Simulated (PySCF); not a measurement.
FH4OSi2 (calculated)

Computed with PySCF 2.14.0. Calculation on a computer-drawn molecule: the log of a Hartree-Fock and frozen-core CCSD(T) single point meant for a local Hartree-Fock minimum, with one planted fault or none, to be diagnosed. Offsets are logged minus clean, where the clean run is the same molecule without the fault. The reference is restricted for singlets and unrestricted otherwise, and also for a bond in bohr or an excited solution. Adding or removing an electron swaps singlet and doublet. The excited solution moves the top pair (singlet) or top alpha electron (doublet) to the lowest empty orbital. Highest occupied and lowest empty are orbital energies over both spins, largest force is the largest gradient component, triples share is (T) over the correlation energy, the T1 limit is 0.02 restricted and 0.045 unrestricted, electrons count all cores, a negative frequency is imaginary (commonest isotopes), and the dipole is about the centre of nuclear charge.

```xyz
8
formula=FH4OSi2 meant_charge=0 meant_multiplicity=2 meant_basis=cc-pV(D+d)Z logged_electrons=49 logged_basis_functions=94 logged_SCF_converged=yes logged_spin_squared=0.7611 logged_highest_occupied=-8.9384 logged_lowest_empty=1.1879 logged_largest_force=0.027367 logged_T1_diagnostic=0.016815 logged_D1_diagnostic=0.066687 logged_triples_share=0.02199 logged_CC_converged=yes logged_dipole_magnitude=1.4293 logged_SCF_stable_within_its_kind=yes logged_energy_HF=-754.56331 logged_energy_CCSD(T)=-755.17134 possible_faults=no_fault,one_electron_removed,one_electron_added,multiplicity_raised_by_two,geometry_at_a_saddle_point,SCF_held_on_an_excited_solution,minimal_basis_STO-3G,one_bond_length_entered_in_bohr,all_coordinates_scaled planted_fault=all_coordinates_scaled,by_+3.4_% HF_energy_offset_from_clean_run=5.268 CCSD(T)_energy_offset_from_clean_run=2.074
O     -0.7684     0.7220     0.7036
Si    -0.2812     0.9176     2.3203
F     -1.6621     1.1784     3.2449
Si     0.8009    -1.1644     3.0305
H     -1.3537     1.3821     0.2793
H      1.2142    -1.0211     4.4979
H      2.0522    -1.3734     2.1735
H     -0.1371    -2.3656     2.8772
```

Units: logged_highest_occupied, logged_lowest_empty in eV; logged_largest_force in hartree/bohr; logged_dipole_magnitude in debye; logged_energy_HF, logged_energy_CCSD(T) in hartree; HF_energy_offset_from_clean_run, CCSD(T)_energy_offset_from_clean_run in kcal/mol.

Drawn bonds:
```
atom  other atom  order
   1           2      1
   2           3      1
   2           4      1
   1           5      1
   4           6      1
   4           7      1
   4           8      1
```
